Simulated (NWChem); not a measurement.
# Lowest excitation of C₂H₄F (+1)

```
C
H 1 1.0971
H 1 1.1144 2 112.88
H 1 1.1144 2 112.88 3 114.01
C 1 1.4228 2 114.70 3 -122.99
F 5 1.2471 1 121.67 2 0.00
H 5 1.1056 6 114.05 1 180.00
```
Charge +1, spin multiplicity 1.

Program: NWChem. All single points use one geometry, from PBE0/def2-SVP, a minimum by its harmonic frequencies.

Basis set: def2-SVPD.

```tsv
method	lowest vertical singlet excitation energy (eV)	relative cost	difference from EOM-CCSD
CIS	6.99	1	+0.87
TD-PBE	5.46	under 3	-0.66
TDA-PBE0	5.86	under 3	-0.25
TD-B3LYP	5.79	under 3	-0.32
EOM-CCSD	6.11	3	0.00
```

The values span 1.53 eV, from TD-PBE (lowest) to CIS (highest). Costs are rough ratios of processor time within this set of runs, SCF included, with CIS as 1.

The correlated methods keep 3 core orbitals frozen. B3LYP has NWChem's definition, with VWN1-RPA local correlation. The spin multiplicity of the parent species was assumed, not shown to be that of its ground state. The structure started from a generated list of species. Coupled-cluster values serve here as a point of comparison, not as the truth.
